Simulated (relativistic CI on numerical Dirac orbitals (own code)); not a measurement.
# What each ingredient does to the levels of Pm44+

Base calculation: Dirac-Coulomb-Breit CI, KLI orbitals optimised for each configuration, model QED (radiative potential, 1s self-energy scaled to tabulated hydrogen-like ionisation energies), unscaled Slater integrals.

Configuration list (outside the closed core [Ne]): 3s²3p⁵, 3s3p⁶, 3s²3p⁴3d, 3s3p⁵3d, 3p⁶3d, 3s3p⁴3d², 3s²3p³3d4p, 3p⁶4s, 3s3p⁴3d4s, 3s²3p⁴4s, 3p⁶4p, 3s²3p⁴4p, 3s²3p³3d², 3s²3p²3d³, 3s3p³3d³, 3s²3p²3d²4s, 3s²3p²3d²4p. Double excitations out of closed p, d and f shells are left out; levels of such configurations are missing from the list, as are those of other unlisted configurations, and high levels can miss mixing partners.

Variants: (1) only the first 3 configurations; (2) non-relativistic limit. Shifts of the energy above 3s²3p⁵ ²P°3/2, in eV, for the lowest level and the first level of each name with at least 55 % of one term (blank where a level changes its place among those of its configuration and J or its character, or is not in the variant):

```tsv
Level	Base	Δ(1)	Δ(2)
3s²3p⁵ ²P°3/2	0.000	0.000	0.000
3s²3p⁵ ²P°1/2	138.207	+0.943	-138.207
3s²3p⁴3d ²D3/2	205.689	-1.870	
3s²3p⁴3d ⁴F9/2	218.812	-3.181	-40.605
3s3p⁶ ²S1/2	285.186	-0.489	-165.063
3s²3p⁴3d ⁴D1/2	312.469	-1.883	
3s²3p⁴3d ²G7/2	329.921	-2.313	-141.920
3s²3p⁴3d ²G9/2	360.336	-2.313	-172.335
3s3p⁵3d ⁴P°1/2	452.900		-168.482
```

At this charge energies of transitions that change n are usually good to better than 1 %, and those within a shell (Δn = 0) to a few per cent.

Ionisation energy from the two ground configurations alone: base 3613.52 eV. The NIST ASD value (theoretical) is 3613 eV.

LS names give the leading component of a level, which can be under half, so a name can repeat, a term be missing and a line seem to break the LS rules.
